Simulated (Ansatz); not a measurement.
Ansatz (an electronic-structure program) input (MP2/LANL2DZ): The .json file is the Basis Set Exchange's LANL2DZ.

Ansatz 0.2 input:
```yaml
crystal:
  periodic: [false, false, false]
  atoms:
    - {symbol: B, position_ang: [0.77817726, -0.09474492, -0.01515003]}
    - {symbol: N, position_ang: [-0.52344474, 0.06373063, 0.01019074]}
    - {symbol: H, position_ang: [1.93787378, -0.23594071, -0.03772771]}
    - {symbol: H, position_ang: [-0.97808876, 0.97067254, 0.12878220]}
    - {symbol: H, position_ang: [-1.18655813, -0.70712167, -0.08663953]}
basis:
  gaussian:
    orbitals: LANL2DZ.json
total_charge: 1
magnetization: {spin_polarized: false}
correlation: {method: mp2, electrons: outside_noble_gas}
```

Problem. Predict the final energy.

Solution. -80.74249 Eh.
